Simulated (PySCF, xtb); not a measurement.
Si(H)(Cl)(OH)(OMe) (CH5ClO2Si), SMILES Cl[SiH](O)OC. Other conformers were not sampled.

Harmonic wavenumbers (cm⁻¹) from GFN2-xTB (xtb 6.7.1) at its own minimum, in rising order: 88, 110, 139, 162, 209, 276, 325, 484, 664, 680, 748, 819, 946, 1134, 1140, 1164, 1416, 1477, 1481, 2377, 2962, 2971, 2999, 3645.

Question: What does PySCF with B3LYP-D3(BJ)/def2-SVP give at its own minimum? (The exact figures need the calculation; the answer reports its results.)

Answer: 74, 96, 151, 184, 287, 325, 349, 528, 747, 791, 844, 886, 955, 1161, 1179, 1215, 1475, 1478, 1480, 2312, 3005, 3080, 3116, 3869. Paired by order, the mean absolute difference is 57 cm⁻¹ and the zero-point energies are 40.6 and 42.3 kcal/mol.
